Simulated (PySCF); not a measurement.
Species: B2BrH7N2.
Structure used (PBE0-D3(BJ)/def2-SVP), in Å, numbered top down from 1:
```
atom  x, y, z in Å
Br1    2.383   -0.189   -1.389
B2     0.954   -0.238    0.012
N3    -0.048    0.974   -0.114
B4    -1.222   -0.116   -0.170
N5    -0.159   -1.307   -0.315
H6     1.400   -0.357    1.130
H7    -0.054    1.612    0.678
H8     0.067    1.518   -0.967
H9    -1.931    0.005   -1.150
H10   -1.804   -0.183    0.894
H11   -0.088   -1.701   -1.251
H12   -0.231   -2.070    0.353
```

Computed with core-valence-separated Tamm–Dancoff BHandHLYP/aug-pcX-1 (pcseg-1 on H, def2-SVPD on Br) in PySCF, non-relativistic, gas phase, PBE0-D3(BJ)/def2-SVP geometry. The energies are unshifted.

The lowest roots of each edge with f over 0.003 (five at most, numbered afresh; weaker and dark ones are left out), with transition dipoles (au) in the frame of the coordinates:

```csv
root,edge,E (eV),μx,μy,μz
1,N,400.19,0.0032,0.0518,0.0035
2,N,400.82,-0.0005,0.0016,-0.0187
3,N,400.83,-0.0020,0.0068,-0.0762
4,N,402.73,0.0359,0.0005,0.0002
5,B,189.96,-0.0041,-0.0746,-0.0067
6,B,190.06,-0.0543,0.0026,0.0086
7,B,190.55,-0.0093,0.0057,-0.0589
8,B,190.78,0.0844,0.0036,-0.0802
9,B,191.51,-0.0280,0.0105,-0.0514
```

**Question.** What are the oscillator strengths?

**Answer.** f = (2/3) ΔE |μ|², with ΔE in hartree (27.2114 eV):

```
root  ΔE (Eh)  |μ|² (au)      f  core hole on
   1  14.7067   0.002706  0.027         N3/N5
   2  14.7300   0.000353  0.003         N3/N5
   3  14.7302   0.005857  0.058         N3/N5
   4  14.7999   0.001289  0.013         N3/N5
   5   6.9809   0.005627  0.026            B4
   6   6.9847   0.003029  0.014            B4
   7   7.0026   0.003588  0.017            B4
   8   7.0109   0.013568  0.063            B2
   9   7.0377   0.003536  0.017            B2
```

**Question.** Molecules are fixed in this frame and the field points along z. What effective strengths 3 f cos²θ do the roots have (θ between field and μ)?

**Answer.** root 1 (N3/N5): 0.000, root 2 (N3/N5): 0.010, root 3 (N3/N5): 0.171, root 4 (N3/N5): 0.000, root 5 (B4): 0.001, root 6 (B4): 0.001, root 7 (B4): 0.049, root 8 (B2): 0.090, root 9 (B2): 0.037. Root 3 is the strongest. Averaged over all orientations cos²θ is 1/3, which gives f back. For degenerate partners only the sum has meaning, as the program may mix them freely.

 The BHandHLYP/aug-pcX-1 (pcseg-1 on H, def2-SVPD on Br) calculation is non-relativistic and has no spin–orbit coupling, an omission that weighs most on bromine.

The run took 8.3 s of wall time on an AMD EPYC 9R45 with one thread, no GPU, shared host with 96 logical CPUs at a one-minute load of 50, and the process peaked at 0.82 GiB of memory.

One conformer stands for the species.
